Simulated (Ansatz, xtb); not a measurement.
**Two isomers of C2H12BNSi2**

Structure X is `BN[Si@H]([SiH3])CC`, a singlet and structure Y is `CB(C)N[SiH2][SiH3]`, a singlet. Both are isolated molecules in the gas phase, relaxed with r2SCAN-D4/def2-SVP; each stands in its lowest conformer found.

X (Å):

```xyz
18

C    -0.2372   -0.2024    1.6800
C    -1.7399   -0.4435    1.5172
B    -0.7980    2.5763   -1.2925
N    -0.0758    2.1601   -0.1641
Si    0.6025    0.5526    0.1653
Si    0.3417   -0.7976   -1.7387
H    -1.2132    3.7108   -1.3616
H    -0.9982    1.7859   -2.1893
H     0.0719    2.8617    0.5617
H     2.0609    0.7129    0.4770
H     0.9743   -2.1223   -1.4369
H     1.0269   -0.2097   -2.9288
H    -1.0953   -1.0383   -2.0695
H    -0.0421    0.4680    2.5387
H     0.2897   -1.1447    1.9201
H    -2.2717    0.4879    1.2631
H    -1.9491   -1.1659    0.7111
H    -2.1919   -0.8414    2.4400
```

Y (Å):

```tsv
atom	x (Å)	y (Å)	z (Å)
C	-4.3520	1.0296	-0.0929
C	-1.8562	0.9723	-1.2172
B	-2.8365	1.4834	-0.0836
N	-2.3641	2.3503	0.9403
Si	-0.7401	3.0021	1.1626
Si	0.8085	1.3389	1.7666
H	-4.4426	-0.0640	-0.2112
H	-4.9252	1.3257	0.8008
H	-4.8623	1.4622	-0.9727
H	-2.3130	1.0951	-2.2143
H	-1.6940	-0.1147	-1.0995
H	-0.8624	1.4483	-1.2440
H	-3.0419	2.6211	1.6509
H	-0.2659	3.7226	-0.0593
H	-0.8296	3.9945	2.2788
H	0.3432	0.6500	3.0112
H	2.1509	1.9446	2.0344
H	0.9578	0.3128	0.6894
```

Question: Estimate E(Y) − E(X) at the level CCSD(T)/def2-SVP + ΔMP2/def2-TZVPP.

Answer: Calculated at CCSD(T)/def2-SVP + ΔMP2/def2-TZVPP: E(Y) − E(X) = −0.509 eV, so structure Y lies lower.

The same difference at several levels:

| level | geometry | E(Y) − E(X) (eV) | departure from the last row (eV) | job, with rough time for the two |
| --- | --- | --- | --- | --- |
| GFN2-xTB | GFN2-xTB | −0.064 | +0.445 | optimisation, 0.91 s |
| HF/STO-3G | GFN2-xTB | −0.360 | +0.150 | single point, 0.4 s |
| r2SCAN-D4/def2-SVP//GFN2-xTB | GFN2-xTB | −0.641 | −0.132 | single point, 4 s |
| r2SCAN-D4/def2-SVP | r2SCAN-D4/def2-SVP | −0.609 | −0.099 | optimisation, 2.4 min |
| HF/def2-SVP | r2SCAN-D4/def2-SVP | −0.572 | −0.063 | part of the CCSD(T) run |
| MP2/def2-SVP | r2SCAN-D4/def2-SVP | −0.519 | −0.010 | part of the CCSD(T) run |
| CCSD(T)/def2-SVP | r2SCAN-D4/def2-SVP | −0.513 | −0.004 | single point |
| CCSD(T)/def2-SVP + ΔMP2/def2-TZVPP | r2SCAN-D4/def2-SVP | −0.509 |  | single point, 76 s |

As drawn, Y has 2 C–B, 1 C–H, 1 Si–H in place of 1 C–Si, 1 C–C, 2 B–H.

The levels shown agree on the order. The largest departure from CCSD(T)/def2-SVP + ΔMP2/def2-TZVPP is that of GFN2-xTB, 0.445 eV. The last row adds to CCSD(T) the change of the MP2 difference between the two basis sets, here +0.004 eV.

With thermal terms from frequencies at re-optimised GFN2-xTB minima (ideal gas, soft modes damped towards free rotors, one conformer each, 298.15 K, 1 atm): on the last row, ΔE + ΔZPE = −0.538, ΔH = −0.527, ΔG = −0.556 eV.

The correlated steps freeze 14 core orbitals. Mirror images aren't counted in ΔG. Run with Ansatz 0.2.0, xtb 6.7.1; the last row on 4 threads of Arm Neoverse V1 on a shared host.
